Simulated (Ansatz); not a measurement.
Species: tribromo(chloro)silane, sum formula SiBr3Cl, charge 0, multiplicity 1. 
Structure (B3LYP-D3(BJ)/def2-TZVP (Ansatz, a quantum-chemistry and plane-wave program) minimum search):
SMILES: Br[Si](Br)(Cl)Br
```xyz
5

Cl    -0.2971    -1.3066     1.9245
Si    -0.0388    -0.1708     0.2515
Br    -1.6666    -0.5981    -1.1758
Br     1.9057    -0.6630    -0.6683
Br    -0.0792     1.9641     0.8088
```
Charge 0, spin multiplicity 1.

Wanted: atomisation energy (electronic, to ground-state atoms), in kcal/mol. Correlated levels leave the core frozen unless marked. UHF or UKS for open shells. No spin-orbit coupling. Frozen are the shells of the preceding noble gas and the d and f shells that filled before the atom's block. No relativistic terms. The coupled-cluster limit lacks core correlation, which all-electron functionals hold. Basis-set limits of correlation are two-point, X^-3; Hartree-Fock from the larger set. [CCSD(T)-MP2]/basis is that difference in the basis named.

| level | program | atomisation energy (kcal/mol) | minus last row |
|---|---|---|---|
| r2SCANh-D4/def2-TZVPD | Ansatz + dftd4 | 346.3 | 3.6 |
| B2GP-PLYP-D4/def2-TZVPD | Ansatz + dftd4 | 334.0 | -8.7 |
| MP2/def2-QZVPPD | Ansatz | 354.8 | 12.1 |
| CCSD/STO-3G | Ansatz | 324.0 | -18.7 |
| CCSD(T)/def2-QZVPPD | Ansatz | 335.6 | -7.1 |
| RI-MP2/CBS(def2-TZVPP,def2-QZVPP)+[CCSD(T)-MP2]/def2-QZVPP | Ansatz | 342.3 | -0.4 |
| CCSD(T)/CBS(def2-TZVPPD,def2-QZVPPD) | Ansatz | 342.7 | 0.0 |
